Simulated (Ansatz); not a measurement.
C7H9N can be A, `Cc1cccc(N)c1`, or B, `Cc1ccc(N)cc1`.

Gas-phase electronic energies from Ansatz, PBE0-D4/def2-TZVP geometries. CBS: MP2 limit from def2 TZ/QZ plus the TZ coupled-cluster correction, frozen cores. Functionals use def2-TZVPP. B3LYP here is the variant with VWN-RPA as its local correlation; programs differ in this. Each species was taken in one conformer, which may not be the lowest.

Problem. Which isomer does CCSD(T)/CBS put lower? Give the gap. (An estimate is asked.)

Solution. The calculation gave: A, by 2.6 kJ/mol.

Problem. Give E(B) − E(A) in kJ/mol with HF/def2-TZVPP, CCSD(T)/def2-TZVPP, B3LYP-D4, PBE-D4, BLYP-D4, CCSD(T)/def2-SVP, B3LYP. (Best estimate.)

Solution. Ansatz gave: HF/def2-TZVPP 4.4, CCSD(T)/def2-TZVPP 2.5, B3LYP-D4 2.8, PBE-D4 2.4, BLYP-D4 2.4, CCSD(T)/def2-SVP 2.0, B3LYP 2.6. None reverses the order clearly.

Largest T1 diagnostic: 0.011.

Leaving LDA and LC-ωPBE aside and taking each functional with its dispersion term where it has one, the values, not all of them listed here, spread over 1.2 kJ/mol, from revPBE-D4 to BHLYP-D4.
